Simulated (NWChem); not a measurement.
A series in which one site is exchanged, each optimised at B3LYP/6-31G* with NWChem, gas phase unless a solvent is named. Pople sets run with spherical d functions. This build's default masses of Se (78.918 u) and Br (79.917 u) are each other's, which moves their modes by up to 0.6 %.

A: [Cl][GaH][Br] (GaHBrCl; site = Br)
B: [GaH]([Cl])[Cl] (GaHCl₂; site = Cl)
C: [GaH2][Cl] (GaH$_{2}$Cl; site = H)
D: [Cl][GaH][F] (GaHClF; site = F)

```csv
quantity,A,B,C,D
"dipole (D), B3LYP/6-31G*",1.75,1.91,2.23,___
"orbital gap (eV), B3LYP/6-31G*",6.16,6.72,5.98,___
"highest harmonic frequency (cm⁻¹), B3LYP/6-31G*",2002,2012,1989,___
"static polarisability, CAM-B3LYP/def2-SVPD (bohr³)",64.3,55.9,44.3,___
"lowest singlet excitation, CAM-B3LYP/def2-SVPD, TDA (eV)",5.59,6.10,5.23,___
```

Question: Fill in the missing entries.

Answer: 
- dipole (D), B3LYP/6-31G*, D: 2.11
- orbital gap (eV), B3LYP/6-31G*, D: 7.10
- highest harmonic frequency (cm⁻¹), B3LYP/6-31G*, D: 2025
- static polarisability, CAM-B3LYP/def2-SVPD (bohr³), D: 40.9
- lowest singlet excitation, CAM-B3LYP/def2-SVPD, TDA (eV), D: 6.44
